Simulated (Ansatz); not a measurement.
Consider the cleavage of the Si–B bond: `[SiH3]O[SiH2]BS` + `O[SiH3]` → `[SiH3]O[SiH2]O[SiH3]` + `BS`.

Computed with Ansatz on PBE0-D4/def2-TZVP structures; ΔE is electronic, products minus reactants. CBS: MP2 limit from def2 TZ/QZ plus the TZ coupled-cluster correction, frozen cores. This one scheme is used for every species. Functionals use def2-TZVPP. One conformer a species, not always the lowest.

`[SiH3]O[SiH2]BS`:

Z-matrix (Å, degrees):
```
Si
O 1 1.637
H 1 1.487 2 110.4
H 1 1.487 2 110.4 3 120.6
H 1 1.483 2 107.8 3 -119.7
Si 2 1.651 1 142.0 3 -58.9
B 6 1.999 2 108.2 1 178.9
H 6 1.492 2 109.1 1 -59.6
H 6 1.492 2 109.1 1 57.3
S 7 1.760 6 120.4 2 0.1
H 7 1.194 6 124.4 2 -179.9
H 10 1.348 7 98.7 6 0.0
```

`O[SiH3]`:

```xyz
6

O    -0.241    1.256    0.083
Si    0.213   -0.317   -0.102
H    -1.073    1.433    0.522
H     0.361   -1.005    1.210
H     1.517   -0.284   -0.802
H    -0.776   -1.083   -0.910
```

`[SiH3]O[SiH2]O[SiH3]`:

Z-matrix (Å, degrees):
```
Si
O 1 1.637
H 1 1.485 2 109.9
H 1 1.483 2 108.3 3 -119.7
H 1 1.487 2 110.2 3 120.4
Si 2 1.627 1 145.9 3 -78.5
O 6 1.627 2 110.9 1 61.3
H 6 1.480 2 107.2 1 -178.8
H 6 1.480 2 109.8 1 -56.9
Si 7 1.637 6 145.8 2 60.6
H 10 1.483 7 108.2 6 162.1
H 10 1.485 7 109.9 6 -78.2
H 10 1.487 7 110.3 6 42.1
```

`BS`:

```xyz
5

B    -0.187   -0.512    0.197
S     1.030    0.590   -0.450
H     0.182   -1.624    0.413
H    -1.304   -0.154    0.401
H     0.279    1.700   -0.561
```

CCSD(T)/CBS gives -139.0 kJ/mol.

**Question.** Another level gave -114.6 kJ/mol. Which?
A. PBE0/def2-TZVPP
B. CAM-B3LYP/def2-TZVPP
C. revPBE/def2-TZVPP
D. RPA@PBE/def2-TZVPP

**Answer.** C. revPBE -114.6, CAM-B3LYP -145.9, RPA@PBE/def2-TZVPP -138.8, PBE0 -124.3 kJ/mol.

Largest T1 diagnostic among the species: 0.015.

From r2SCAN to r2SCAN0 (25 % exact exchange), in def2-TZVPP and without D4, ΔE moves by −5.1 kJ/mol. In def2-TZVPP, CCSD(T) changes the Hartree–Fock value by +31.2 kJ/mol (the triples alone add +4.7 kJ/mol) and MP2 by +26.2 kJ/mol.
